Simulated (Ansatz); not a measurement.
Ti(H)3(SH) (H4STi), SMILES [SH][TiH3], multiplicity 1.

Coordinates come from a ωB97X-D3(BJ)/def2-TZVP optimisation. The spin state was assumed, not searched.

Two levels are set side by side: PBE/def2-TZVPD (Ansatz, an electronic-structure program) and CAM-B3LYP/def2-TZVPD (Ansatz). Energy differences of separate SCF runs at the same geometry; the states with an electron removed or added have multiplicity 2 and 2. Differences are taken from unrounded values.

```
quantity                           CAM-B3LYP
---------------------------------  ---------
vertical ionisation energy (eV)        10.49
vertical electron affinity (eV)         1.68
vertical singlet–triplet gap (eV)       2.87
```

Task: What does PBE give, and how far is it from CAM-B3LYP? (An estimate is asked for; the answer gives what the named calculation found.)

Result: 
| quantity | PBE | PBE minus CAM-B3LYP |
|---|---|---|
| vertical ionisation energy (eV) | 10.17 | -0.32 |
| vertical electron affinity (eV) | 1.16 | -0.52 |
| vertical singlet–triplet gap (eV) | 2.91 | 0.04 |
